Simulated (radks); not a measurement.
Results of a calculation; reference values are marked as such.
Question: These are the eigenvalues of the occupied orbitals of an atom or ion with whole-number occupations (hartree). Level of theory: Dirac Kohn-Sham, PBE, spin-unpolarised, spherical densities, point nucleus (a radial shooting solver on a logarithmic mesh with Libxc functionals).

1s1/2: -2324.435
2s1/2: -398.0484
2p1/2: -380.0265
2p3/2: -338.9535
3s1/2: -92.64447
3p1/2: -84.68161
3p3/2: -75.92054
3d3/2: -62.42342
3d5/2: -60.51084
4s1/2: -20.95893
4p1/2: -17.71641
4p3/2: -15.71892
4d3/2: -10.38946
4d5/2: -10.02356
5s1/2: -5.12828
5p1/2: -4.15957
5p3/2: -3.84623
4f5/2: -3.46281
4f7/2: -3.40247

Which element is it, and in what charge state? The configuration may be excited. Open shells, if any, fill j = l - 1/2 first.

Answer: Z = 71, lutetium, charge +6: Lu6+ in [Kr] 4d10 4f13 5s2 5p4. The list shows which subshells hold electrons but not how many an open one holds; the 1s level, -2324.4 hartree, gives Z - s = 68.2 by -(Z - s)^2/2, which with screening and relativity narrows Z to a few neighbours, and the depths of the outer levels then fix element, charge and occupations together.
